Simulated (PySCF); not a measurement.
A run for PySCF: D3(BJ) and D4 dispersion corrections on H7PSi (a complex), monomers drawn apart or pushed together.

```python
from pyscf import gto
from pyscf.dispersion import dftd3, dftd4

mol = gto.M(
    atom='''
    Si   -0.13344965    0.05215528    0.16521351
    H    -1.49452903   -0.35409565    0.58001905
    H    -0.06494790    0.10308216   -1.31344277
    H     0.85174509   -0.93032241    0.66899718
    H     0.17409128    1.39002023    0.71758852
    P    -0.47881798   -0.20375416    7.56031158
    H     0.69382651    0.16558495    6.85318740
    H    -0.71622075   -1.33743121    6.74161624
    H    -1.31404531    0.63740148    6.78167368
    ''',
    basis='def2-svp',
    charge=0, spin=0, verbose=0, max_memory=1800)
d3, d4 = {}, {}
for xc in ['hf', 'pbe', 'blyp', 'revpbe', 'tpss', 'r2scan', 'b3lyp', 'pbe0', 'bhlyp', 'camb3lyp', 'b2plyp']:
    d3[xc] = float(dftd3.DFTD3Dispersion(mol, xc=xc, version='d3bj', atm=False).get_dispersion()['energy'])
    print(f'D3(BJ) {xc:10s} {d3[xc]:14.8f} Eh')
for xc in ['hf', 'pbe', 'blyp', 'revpbe', 'tpss', 'r2scan', 'b3lyp', 'pbe0', 'bhlyp', 'camb3lyp', 'b2plyp']:
    d4[xc] = float(dftd4.DFTD4Dispersion(mol, xc={'camb3lyp': 'cam-b3lyp'}.get(xc, xc), atm=True).get_dispersion()['energy'])
    print(f'D4     {xc:10s} {d4[xc]:14.8f} Eh')
```

The log:

```
D3(BJ) hf            -0.03487548 Eh
D3(BJ) pbe           -0.00322992 Eh
D3(BJ) blyp          -0.00694024 Eh
D3(BJ) revpbe        -0.00865146 Eh
D3(BJ) tpss          -0.00397881 Eh
D3(BJ) r2scan        -0.00083234 Eh
D3(BJ) b3lyp         -0.00564392 Eh
D3(BJ) pbe0          -0.00268731 Eh
D3(BJ) bhlyp         -0.00439926 Eh
D3(BJ) camb3lyp      -0.00232357 Eh
D3(BJ) b2plyp        -0.00254339 Eh
D4     hf            -0.01138471 Eh
D4     pbe           -0.00269016 Eh
D4     blyp          -0.00623349 Eh
D4     revpbe        -0.00999684 Eh
D4     tpss          -0.00364633 Eh
D4     r2scan        -0.00064816 Eh
D4     b3lyp         -0.00434025 Eh
D4     pbe0          -0.00220599 Eh
D4     bhlyp         -0.00299061 Eh
D4     camb3lyp      -0.00218141 Eh
D4     b2plyp        -0.00184467 Eh
```

The run finished.

Cost: roughly 0.010 core-seconds.
